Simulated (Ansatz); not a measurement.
Relaxation of a periodic cell of 20 atoms, H13ClO6 (contents 6 H2O + 1 HCl, density as packed 1.30 g/cm³ with natural masses), to a largest force component of 0.3 eV/Å in at most 15 steps.

Computed with DFT PBEsol, scalar-relativistic, plane waves, PAW (Ansatz). Settings: cutoff 420 eV, k mesh 1x1x1, fermi-dirac smearing 0.05 eV, no spin polarisation.

```xyz
20
Lattice="5.6960 0.0000 0.0000 0.0000 5.6960 0.0000 0.0000 0.0000 5.6960" Properties=species:S:1:pos:R:3
O -0.123 4.139 5.802
H 0.118 5.033 6.087
H 0.022 4.151 4.845
O 5.057 1.248 1.770
H 4.904 1.916 1.086
H 4.894 0.407 1.317
O 3.140 1.235 3.488
H 3.132 2.000 2.894
H 2.797 0.511 2.943
O 0.736 1.115 4.458
H 0.616 1.650 3.660
H 1.097 0.279 4.129
O 2.618 3.610 1.168
H 2.565 4.063 0.313
H 2.885 2.708 0.939
O 4.726 3.899 2.593
H 5.163 3.136 2.998
H 4.670 4.546 3.313
Cl 1.821 4.085 3.582
H 1.762 3.650 4.784
```

Task: Where does it end, and by what steps?

Result: It did not converge within its limit. Limits of this set-up: coarse k mesh. After 14 steps the energy has fallen by 4.644 eV; H12 moved furthest, 1.41 Å. Parted: Cl19–H20. Joined: O13–H20.

| step | energy less start (eV) | largest force component (eV/Å) | accepted |
| --- | --- | --- | --- |
| 0 | 0.0000 | 1.130 | yes |
| 1 | -0.5804 | 0.996 | yes |
| 2 | -0.9907 | 1.937 | yes |
| 3 | -1.3995 | 2.109 | yes |
| 4 | -1.9193 | 1.593 | yes |
| 5 | -2.4777 | 1.093 | yes |
| 6 | -2.8999 | 0.683 | yes |
| 7 | -3.2698 | 0.922 | yes |
| 8 | -3.5621 | 1.541 | yes |
| 9 | -3.8357 | 1.444 | yes |
| 10 | -4.1064 | 0.756 | yes |
| 11 | -4.3037 | 0.836 | yes |
| 12 | -4.4679 | 0.990 | yes |
| 13 | -4.5804 | 0.668 | yes |
| 14 | -4.6441 | 1.154 | yes |

```xyz
20
Lattice="5.6960 0.0000 0.0000 0.0000 5.6960 0.0000 0.0000 0.0000 5.6960" Properties=species:S:1:pos:R:3
O -0.540 4.585 5.875
H -0.128 4.278 6.712
H 0.191 4.627 5.185
O 4.259 1.245 0.936
H 5.134 1.521 0.499
H 4.226 0.314 0.604
O 3.054 1.357 3.777
H 3.549 1.906 3.119
H 2.725 0.552 3.319
O 0.496 1.749 4.955
H -0.130 1.617 4.184
H 1.391 1.596 4.533
O 3.007 3.214 0.257
H 3.866 3.780 0.167
H 3.413 2.210 0.451
O 4.642 3.359 2.658
H 5.471 3.647 3.146
H 3.936 3.991 2.978
Cl 1.576 4.471 3.696
H 2.460 3.365 5.115
```

The run took 19 s on 1 thread of Arm Neoverse V1, with other jobs on the host, peak memory 0.3 GiB.
